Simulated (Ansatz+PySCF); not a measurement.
Two shapes of singlet TiCl4.

Shape 1:

```xyz
5

Ti    0.0000    0.0000    0.0000
Cl    1.2441    1.2441    1.2441
Cl    1.2441   -1.2441   -1.2441
Cl   -1.2441    1.2441   -1.2441
Cl   -1.2441   -1.2441    1.2441
```

Shape 2:

```xyz
5

Ti   -0.0046    0.0309   -0.0390
Cl    1.2073    1.2625    1.2724
Cl    1.2276   -1.1979   -1.2345
Cl   -1.2497    1.2923   -1.2561
Cl   -1.2453   -1.2822    1.2117
```

Basis set: def2-SVP (spherical functions). Charge 0, multiplicity 1.

Computed with Ansatz (development build ahead of 0.2.0); each method stands on the lowest determinant of its kind that the runs found.

**Question.** Which shape is lower in energy, and by how much in each method?

**Answer.**

```tsv
method	E(2) − E(1) (eV)
UHF	0.036
PBE (unrestricted)	0.033
PBE0 (restricted)	0.036
r²SCAN (unrestricted)	0.035
ωB97X (restricted)	0.037
```

Shape 1 is lower. Caution: other spin multiplicities were not run.
